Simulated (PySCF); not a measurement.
CH6O3Si2.

```xyz
12

O      0.0000     0.0000     1.3448
C      0.0000     0.0000     0.1127
Si    -1.7655     0.0000    -0.6739
O     -2.7494     0.0000     0.6613
Si     1.7655     0.0000    -0.6739
O      2.7494     0.0000     0.6613
H     -1.9340     1.2134    -1.5196
H     -1.9340    -1.2134    -1.5196
H     -2.2067     0.0000     1.4664
H      1.9340    -1.2134    -1.5196
H      1.9340     1.2134    -1.5196
H      2.2067     0.0000     1.4664
```

Coordinates come from a ωB97X-D3(BJ)/def2-SVP optimisation. This is a generated structure with no PubChem entry under its InChIKey; it may be hypothetical. The values are those of a single conformer.

The numbers are results of KT2/pcSseg-1 run with PySCF, not measurements. Non-relativistic, no solvent.

Computed absolute GIAO shielding of each atom: isotropic value and principal components (ppm):
```tsv
atom	σ(iso)	σ11	σ22	σ33	span
O1	-590.1	-1697.8	-517.9	445.3	2143.1
C2	-108.2	-315.2	-105.6	96.3	411.5
Si3	401.4	331.6	387.8	484.9	153.2
O4	343.4	293.5	361.8	374.9	81.4
Si5	401.4	331.6	387.8	484.9	153.2
O6	343.4	293.5	361.8	374.9	81.4
H7	26.0	22.5	25.2	30.3	7.7
H8	26.0	22.5	25.2	30.3	7.7
H9	29.1	18.1	25.3	43.9	25.8
H10	26.0	22.5	25.2	30.3	7.7
H11	26.0	22.5	25.2	30.3	7.7
H12	29.1	18.1	25.3	43.9	25.8
```
